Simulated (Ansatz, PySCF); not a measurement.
Ti(F)(SH)3 (FH3S3Ti), SMILES [SH][Ti]([SH])([SH])[F], multiplicity 1.

Coordinates come from a PBE0-D3(BJ)/def2-SVP optimisation. The spin state was assumed, not searched. The structure was generated by enumeration; whether it is a known compound was not checked. Other conformers were not sampled.

Vertical ionisation energy (IE) and electron affinity (EA) in eV. Rows of orbital energies are one-electron estimates. Where ΔSCF, EOM or ADC give a negative EA the extra electron is unbound and the value depends on the basis.

| level | IE | EA |
|---|---|---|
| −ε(HOMO), −ε(LUMO), B3LYP/def2-TZVP (PySCF) | 7.59 | 3.18 |
| −ε(HOMO), −ε(LUMO), PBE/def2-TZVP (PySCF) | (withheld) | (withheld) |
| ΔSCF, PBE/def2-SVPD (Ansatz), final states of multiplicity 2 and 2 | 9.32 | 1.30 |

Task: What belongs in the gaps? (Estimate from the structure and the level; the computed values follow.)

Result: 
- −ε(HOMO), −ε(LUMO), PBE/def2-TZVP (PySCF), IE: 6.67
- −ε(HOMO), −ε(LUMO), PBE/def2-TZVP (PySCF), EA: 3.85

Task: What vertical singlet–triplet gap does ΔSCF give with PBE/def2-SVPD (Ansatz, a quantum-chemistry and plane-wave program)? (An estimate is asked for; the answer gives what the named calculation found.)

Result: 2.91 eV (triplet above singlet where positive).
